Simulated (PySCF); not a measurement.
## Orbital picture of GaBr

PBE0 at R = 2.370 Å; Ga x2c-SVPall, Br x2c-SVPall; spin-free X2C with a Gaussian nucleus (PySCF 2.14). State: ¹Σ⁺ (singlet), closed shell. Only the outer orbitals are listed, counted within each symmetry.

| orbital | occ. | ε (eV) | on Ga (%) | main shells (%) |
| --- | --- | --- | --- | --- |
| 13σ | 2 | -21.13 | 11 | 89 Br s |
| 14σ | 2 | -11.34 | 61 | 59 Ga s, 36 Br p |
| 7π | 2 | -8.04 | 7 | 93 Br p |
| 7π | 2 | -8.04 | 7 | 93 Br p |
| 15σ | 2 | -7.29 | 55 | 45 Br p, 36 Ga s, 18 Ga p |
| 8π | 0 | -1.67 | 94 | 94 Ga p |
| 8π | 0 | -1.67 | 94 | 94 Ga p |
| 16σ | 0 | 0.63 | 94 | 88 Ga p, 11 Br p |

Task: Which are the highest filled and the lowest empty level, where do they sit, and how wide is the gap?

Result: Highest filled 15σ at -7.29 eV (in %: 45 Br p, 36 Ga s, 18 Ga p); lowest empty 8π at -1.67 eV (in %: 94 Ga p); the gap at PBE0 is 5.62 eV.

```
bond order (Mayer)                               : 1.10
⟨S²⟩                                             : 0.000
charge on Ga (Mulliken, basis-dependent)         : 0.34
charge on Ga (Löwdin, basis-dependent)           : 0.09
dipole moment (positive dipole means Ga(−)Br(+)) : -2.33 D
polarisability along the bond                    : 68.7 bohr³
polarisability across the bond                   : 34.8 bohr³
```
